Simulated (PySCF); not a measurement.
## Atomic charges against the basis set

C₄H₅ClOSi.
Structure used (PBE0-D3(BJ)/def2-SVP), in Å, numbered top down from 1:
```
atom  x, y, z in Å
C1     0.4969   -1.8287    0.0589
C2     0.7487   -0.5061    0.0841
Si3   -0.6749    0.7002   -0.1966
C4     2.0869    0.0160    0.3282
Cl5    3.4484   -1.0394    0.6185
C6     2.4033    1.3104    0.3464
O7     2.6849    2.4342    0.3665
H8     1.2884   -2.5676    0.2206
H9    -0.5117   -2.2054   -0.1226
H10   -0.8343    1.5982    0.9881
H11   -1.9191   -0.0898   -0.4154
H12   -0.3971    1.5640   -1.3850
```

PBE0 throughout (PySCF), one geometry, spherical d and f functions. One conformer (not necessarily the lowest) at the PBE0-D3(BJ)/def2-SVP geometry, without solvent, vibrations or thermal averaging. The first 7 of 10 kinds of atom are listed.

Mulliken charges (e):

| basis | functions | C1 | C2 | Si3 | C4 | Cl5 | C6 | O7 |
| --- | --- | --- | --- | --- | --- | --- | --- | --- |
| STO-3G | 48 | -0.177 | -0.159 | +0.546 | -0.061 | -0.100 | +0.214 | -0.098 |
| 6-31G | 81 | -0.372 | -0.158 | +0.554 | -0.334 | +0.181 | +0.336 | -0.282 |
| pcSseg-0 | 81 | -0.362 | -0.531 | +0.568 | -0.104 | +0.113 | +0.361 | -0.412 |
| 6-31G* | 116 | -0.431 | -0.033 | +0.334 | -0.254 | +0.056 | +0.417 | -0.294 |
| cc-pVDZ | 131 | -0.010 | -0.155 | +0.249 | -0.226 | -0.035 | +0.252 | -0.064 |
| def2-SVP | 131 | -0.080 | -0.209 | +0.381 | -0.126 | -0.064 | +0.204 | -0.051 |
| aug-cc-pVDZ | 214 | +0.686 | +0.382 | -0.844 | +0.816 | -0.349 | -0.184 | -0.301 |
| 6-311+G(2d,p) | 235 | -0.891 | +0.386 | +0.314 | +0.578 | +0.108 | -0.363 | -0.268 |
| def2-TZVP | 259 | -0.308 | -0.056 | +0.136 | +0.011 | -0.088 | +0.181 | -0.117 |
| cc-pVTZ | 288 | -0.274 | -0.084 | +0.185 | -0.048 | -0.097 | +0.243 | -0.112 |
| IGLO-III | 313 | -0.254 | -0.239 | +0.696 | +0.168 | +0.008 | +0.214 | -0.329 |

IAO charges (e):

```json
{"basis": "STO-3G", "functions": "48", "C1": "-0.261", "C2": "-0.271", "Si3": "+0.637", "C4": "-0.189", "Cl5": "-0.014", "C6": "+0.256", "O7": "-0.074"}
{"basis": "6-31G", "functions": "81", "C1": "-0.314", "C2": "-0.224", "Si3": "+0.443", "C4": "-0.174", "Cl5": "-0.011", "C6": "+0.389", "O7": "-0.218"}
{"basis": "pcSseg-0", "functions": "81", "C1": "-0.290", "C2": "-0.243", "Si3": "+0.433", "C4": "-0.192", "Cl5": "-0.001", "C6": "+0.391", "O7": "-0.210"}
{"basis": "6-31G*", "functions": "116", "C1": "-0.302", "C2": "-0.256", "Si3": "+0.573", "C4": "-0.193", "Cl5": "-0.007", "C6": "+0.432", "O7": "-0.239"}
{"basis": "cc-pVDZ", "functions": "131", "C1": "-0.312", "C2": "-0.251", "Si3": "+0.564", "C4": "-0.193", "Cl5": "-0.006", "C6": "+0.429", "O7": "-0.232"}
{"basis": "def2-SVP", "functions": "131", "C1": "-0.299", "C2": "-0.257", "Si3": "+0.582", "C4": "-0.192", "Cl5": "+0.001", "C6": "+0.424", "O7": "-0.232"}
{"basis": "aug-cc-pVDZ", "functions": "214", "C1": "-0.327", "C2": "-0.250", "Si3": "+0.567", "C4": "-0.188", "Cl5": "-0.007", "C6": "+0.438", "O7": "-0.244"}
{"basis": "6-311+G(2d,p)", "functions": "235", "C1": "-0.324", "C2": "-0.260", "Si3": "+0.599", "C4": "-0.194", "Cl5": "-0.002", "C6": "+0.442", "O7": "-0.247"}
{"basis": "def2-TZVP", "functions": "259", "C1": "-0.323", "C2": "-0.262", "Si3": "+0.607", "C4": "-0.196", "Cl5": "0.000", "C6": "+0.444", "O7": "-0.248"}
{"basis": "cc-pVTZ", "functions": "288", "C1": "-0.324", "C2": "-0.258", "Si3": "+0.592", "C4": "-0.194", "Cl5": "-0.003", "C6": "+0.443", "O7": "-0.246"}
{"basis": "IGLO-III", "functions": "313", "C1": "-0.326", "C2": "-0.262", "Si3": "+0.606", "C4": "-0.195", "Cl5": "+0.003", "C6": "+0.442", "O7": "-0.249"}
```

Hirshfeld charges (e):

| basis | functions | C1 | C2 | Si3 | C4 | Cl5 | C6 | O7 |
| --- | --- | --- | --- | --- | --- | --- | --- | --- |
| STO-3G | 48 | -0.079 | -0.082 | +0.360 | -0.003 | -0.133 | +0.142 | -0.028 |
| 6-31G | 81 | -0.097 | -0.096 | +0.277 | -0.041 | -0.024 | +0.195 | -0.109 |
| pcSseg-0 | 81 | -0.100 | -0.100 | +0.299 | -0.051 | -0.002 | +0.181 | -0.102 |
| 6-31G* | 116 | -0.093 | -0.095 | +0.280 | -0.036 | -0.034 | +0.206 | -0.112 |
| cc-pVDZ | 131 | -0.102 | -0.097 | +0.298 | -0.048 | -0.012 | +0.196 | -0.100 |
| def2-SVP | 131 | -0.105 | -0.101 | +0.305 | -0.049 | +0.001 | +0.198 | -0.111 |
| aug-cc-pVDZ | 214 | -0.111 | -0.110 | +0.307 | -0.055 | +0.008 | +0.198 | -0.116 |
| 6-311+G(2d,p) | 235 | -0.106 | -0.113 | +0.312 | -0.059 | +0.008 | +0.198 | -0.117 |
| def2-TZVP | 259 | -0.107 | -0.107 | +0.303 | -0.053 | +0.002 | +0.202 | -0.117 |
| cc-pVTZ | 288 | -0.106 | -0.102 | +0.300 | -0.051 | -0.004 | +0.203 | -0.114 |
| IGLO-III | 313 | -0.113 | -0.108 | +0.305 | -0.058 | +0.021 | +0.194 | -0.120 |

**Question.** Which scheme is steadiest as the basis changes?

**Answer.** Largest range over the bases for any column: Hirshfeld 0.15 e, IAO 0.20 e, Mulliken 1.58 e. Hirshfeld charges move least and Mulliken charges most, counted in e. Without the minimal STO-3G basis the ranges are Hirshfeld 0.05, IAO 0.17, Mulliken 1.58 e.

**Question.** How much do the charges still move between the two largest bases, cc-pVTZ and IGLO-III?

**Answer.** At most, over all atoms: Mulliken 0.511 e, IAO 0.014 e, Hirshfeld 0.024 e.

**Question.** What do the same runs give for the total energy, the frontier levels and the dipole moment?

**Answer.** 
```
        basis  energy (Eh)  HOMO (eV)  LUMO (eV)  μ (D)
       STO-3G    -968.4789      -4.04       0.53   1.90
        6-31G    -979.5710      -6.41      -2.21   1.38
     pcSseg-0    -978.3283      -6.67      -2.43   1.44
       6-31G*    -979.6933      -6.36      -2.03   1.11
      cc-pVDZ    -979.7564      -6.41      -2.06   0.94
     def2-SVP    -979.3325      -6.47      -2.11   0.98
  aug-cc-pVDZ    -979.7722      -6.58      -2.26   1.13
6-311+G(2d,p)    -979.8261      -6.60      -2.28   1.13
    def2-TZVP    -979.8493      -6.57      -2.19   1.05
      cc-pVTZ    -979.8497      -6.55      -2.16   1.04
     IGLO-III    -979.8472      -6.55      -2.21   1.03
```

The dipole is fixed by the density alone, so its range of 0.96 D shows that the density itself changes with the basis, not only its division among atoms.
